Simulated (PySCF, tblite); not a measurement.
Isomers of C5H11FSSi2, one GFN2-xTB conformer each. Single-point energies are computed at PBE0/pcSseg-1 (PySCF, gas phase, no added dispersion term), electronic only.

Question: Rank them by PBE0/pcSseg-1 energy, lowest first (kcal/mol).
A. `[CH3:1]/[CH:2]=[C:3]1\[SiH2:4][C@@H:5]([S:6][SiH3:7])[C@H:8]1[F:9]` with Si4–C5–S6–Si7 161°, C2–C3–Si4–C5 157°, C3–Si4–C5–S6 -103°, Si4–C5–C8–F9 -139°, C2–C3–C8–C5 -156°
B. `[CH3:1][S:2][SiH2:3][C:4]1=[CH:5][CH2:6][SiH2:7][C@H:8]1[F:9]` with C1–S2–Si3–C4 179°, S2–Si3–C4–C5 9°
C. `[F:1][Si@@H:2]1[CH2:3][C:4](=[S:5])[C@@H:6]([CH2:7][SiH3:8])[CH2:9]1` with C4–C6–C7–Si8 -58°, F1–Si2–C3–C4 -108°, Si2–C3–C4–S5 148°, C3–C4–C6–C7 -76°, C4–C6–C9–Si2 -35°
D. `[CH3:1][SiH2:2][C:3]1=[CH:4][S:5][CH2:6][SiH2:7][C@@H:8]1[F:9]` with C1–Si2–C3–C4 -123°, C3–C4–S5–C6 6°, C4–S5–C6–Si7 25°, S5–C6–Si7–C8 -52°, C6–Si7–C8–F9 -177°
E. `[CH3:1][SiH2:2][C@H:3]([F:4])[C:5]#[C:6][SiH2:7][S:8][CH3:9]` with C1–Si2–C3–F4 72°, C6–Si7–S8–C9 57°
F. `[CH3:1][S:2][C@@H:3]1[SiH2:4][CH:5]=[CH:6][SiH2:7][C@H:8]1[F:9]` with C1–S2–C3–Si4 -153°, S2–C3–Si4–C5 -166°, C3–Si4–C5–C6 11°, C5–C6–Si7–C8 16°, C6–Si7–C8–F9 -169°

Answer: C (0.0), B (31.7), D (39.6), F (47.1), A (51.5), E (56.0).

As drawn, the lowest has an Si–F bond and a C=S bond, which the highest lacks; the highest has a C≡C bond, which the lowest lacks. GFN2-xTB itself gives, in the same order: 0.0, 32.7, 52.3, 62.0, 39.4, 60.5. Both levels put the same isomer lowest; measured from each level's own lowest isomer, the values differ by up to 14.9 kcal/mol (CS[C@@H]1[SiH2]C=C[SiH2][C@H]1F: 62.0 against 47.1).

Q: Which frontier levels, dipoles and rotational constants go with these structures?

A: 
```tsv
SMILES	HOMO (eV, PBE0/pcSseg-1)	LUMO (eV)	dipole (D)	A, B, C (MHz)
F[Si@@H]1CC(=S)[C@@H](C[SiH3])C1	-6.38	-2.14	3.04	1516, 651.0, 525.0
CS[SiH2]C1=CC[SiH2][C@H]1F	-6.70	-0.49	1.25	2247, 487.6, 412.6
C[SiH2]C1=CSC[SiH2][C@@H]1F	-6.24	-0.23	1.76	1582, 680.3, 518.2
CS[C@@H]1[SiH2]C=C[SiH2][C@H]1F	-6.44	-1.03	1.90	1469, 770.2, 535.0
C/C=C1\[SiH2][C@@H](S[SiH3])[C@H]1F	-6.74	-0.75	2.28	1719, 631.6, 536.8
C[SiH2][C@H](F)C#C[SiH2]SC	-6.87	-0.71	0.93	1441, 484.9, 425.3
```

Q: What happens when harmonic zero-point energies from GFN2-xTB frequencies are added?

A: 
| SMILES | ZPE (kcal/mol) | electronic (kcal/mol) | with ZPE (kcal/mol) |
| --- | --- | --- | --- |
| F[Si@@H]1CC(=S)[C@@H](C[SiH3])C1 | 89.0 | 0.0 | 0.0 |
| CS[SiH2]C1=CC[SiH2][C@H]1F | 87.7 | 31.7 | 30.3 |
| C[SiH2]C1=CSC[SiH2][C@@H]1F | 87.0 | 39.6 | 37.6 |
| CS[C@@H]1[SiH2]C=C[SiH2][C@H]1F | 87.1 | 47.1 | 45.2 |
| C/C=C1\[SiH2][C@@H](S[SiH3])[C@H]1F | 86.5 | 51.5 | 49.0 |
| C[SiH2][C@H](F)C#C[SiH2]SC | 85.6 | 56.0 | 52.7 |

The zero-point energies span 3.4 kcal/mol. The order is unchanged.
